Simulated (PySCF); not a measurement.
Calculation: B3LYP-D3(BJ)/def2-TZVP // TPSS-D3(BJ)/def2-SVP in PySCF. Gas-phase values, no solvent. One relaxed conformer stands for a flexible species; it need not be the lowest. B3LYP has the VWN-RPA correlation part, as in Gaussian. 

Reference species: [Zn(NH2)(SH)] (neutral, multiplicity 1).

```yaml
HOMO: -6.96 eV
charge on the central atom (meta-Löwdin): 1.10 e
LUMO: -1.07 eV
```

Changed species: [Zn(NH2)2] (0 of 2 NH2 replaced by SH; the reference has 1 of 2 NH2 replaced by SH).

Task: Give the shifts of the HOMO, charge on the central atom (meta-Löwdin) and LUMO.

Result: the HOMO rises by 0.35 eV, to -6.61 eV; the charge on the central atom (meta-Löwdin) increases by 0.02 e, to 1.12 e; the LUMO rises by 0.32 eV, to -0.75 eV.
